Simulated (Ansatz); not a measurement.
Computed with Ansatz on PBE0-D4/def2-TZVP structures; ΔE is electronic, products minus reactants. CCSD(T)/CBS adds triple-zeta CCSD(T) − MP2 to the extrapolated MP2 energy (def2 sets, frozen cores). This one scheme is used for every species. DFT in def2-TZVPP. HSE06 is defined as in plane-wave codes. def2 core potentials past Kr. For Sn outer-core shells are correlated without core-valence functions, which leaves a few kJ/mol of doubt a bond.

`[CH3][Sn]([F])([F])[F]` + HCl → `[CH3][Sn]([F])([F])[Cl]` + H–F  (ligand exchange at the Sn–F bond)

Question: Is it downhill or uphill in electronic energy at CCSD(T)/CBS, and by how much? (Estimate.)

Answer: Ansatz gave: Downhill: ΔE = -36.2 kJ/mol.

Question: What do these levels give: PBE-D4, BLYP-D4, HSE06-D4, ωB97X-V, PBE-QIDH, r2SCANh, MP2/def2-SVP, CCSD/def2-SVP, CCSD(T)/def2-SVP, SCS-MP2/def2-TZVPP, MP2/def2-QZVPP, SCS-MP2/def2-QZVPP? (Estimate.)

Answer: Computed: PBE-D4 -32.7, BLYP-D4 -27.2, HSE06-D4 -39.1, ωB97X-V -28.9, PBE-QIDH -38.9, r2SCANh -32.6, MP2/def2-SVP -27.6, CCSD/def2-SVP -27.2, CCSD(T)/def2-SVP -27.2, SCS-MP2/def2-TZVPP -33.1, MP2/def2-QZVPP -39.7, SCS-MP2/def2-QZVPP -33.9 kJ/mol.

Largest T1 diagnostic among the species: 0.014.

The D4 term adds −5.1 kJ/mol with B3LYP and −2.8 kJ/mol with PBE0; it sums over pairs of atoms, weighted by their polarisabilities, and B3LYP, whose exchange is more repulsive, gets the larger term. At CCSD(T), def2-SVP lies +9.1 kJ/mol from the extrapolated value and def2-TZVPP +2.8 kJ/mol. From r2SCAN to r2SCAN0 (25 % exact exchange), in def2-TZVPP and without D4, ΔE moves by −6.0 kJ/mol.

B3LYP here is the variant with VWN-RPA as its local correlation; programs differ in this.
